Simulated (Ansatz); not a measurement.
`[F][Hf]([Cl])([Cl])[Br]` + `CC(C)N` → `CC(C)[NH][Hf]([F])([Cl])[Cl]` + HBr at 400 K and 1 bar (ligand exchange at the Hf–Br bond).

Calculated with Ansatz (gas phase, PBE0-D4/def2-TZVP geometries, no zero-point term in ΔE). CCSD(T)/CBS adds triple-zeta CCSD(T) − MP2 to the extrapolated MP2 energy (def2 sets, frozen cores). Elements past krypton have def2 core potentials. For Br, Hf outer-core shells are correlated without core-valence functions, which leaves a few kJ/mol of doubt a bond. Scalar relativity is left out up to krypton. One conformer a species, not always the lowest.

| species | CCSD(T)/CBS energy (Eh) | H − E (kJ/mol) | S (J/(mol·K)) |
| --- | --- | --- | --- |
| `[F][Hf]([Cl])([Cl])[Br]` | -3640.88543 | 46.3 | 425.0 |
| `CC(C)N` | -174.28253 | 345.1 | 329.2 |
| `CC(C)[NH][Hf]([F])([Cl])[Cl]` | -1241.21955 | 353.3 | 532.4 |
| HBr | -2573.91920 | 27.6 | 207.2 |

H − E and S are ideal-gas, rigid-rotor, harmonic terms from PBE0-D4/def2-TZVP, for one conformer and one mirror image of each species. 1 Eh = 2625.50 kJ/mol, R = 8.31446 J/(mol·K).

Problem. By hand: ΔE, ΔH, ΔS and ΔG.

Solution. ΔE = (-1241.21955) + (-2573.91920) − (-3640.88543) − (-174.28253) = 0.02921 Eh = 76.7 kJ/mol. Δ(H − E) = 353.3 + 27.6 − 46.3 − 345.1 = -10.5, so ΔH = 66.2 kJ/mol. ΔS = 532.4 + 207.2 − 425.0 − 329.2 = -14.6 J/(mol·K). ΔG = 66.2 − 400 × (-14.6)/1000 = 72.0 kJ/mol.

Problem. By hand: the equilibrium constant, and the temperature at which ΔG would vanish if ΔH and ΔS stayed fixed.

Solution. log₁₀ K = −ΔG/(RT ln 10) = -9.4. ΔH and −TΔS have one sign here, so there is no such temperature.

The number of gas molecules stays the same, so ΔS is small and ΔH decides. A doubt of 5 kJ/mol in ΔE shifts log₁₀ K by 0.7 here. Other conformers and mirror images would add mixing entropy, several J/(mol·K) or more a flexible species. Modes under 60 cm⁻¹, often nearly free rotors, make the harmonic entropy too high. These are equilibria of isolated gas molecules and say nothing of rates. Largest T1 diagnostic: 0.013 (customary marks: 0.02 for closed shells, 0.045 for open ones).
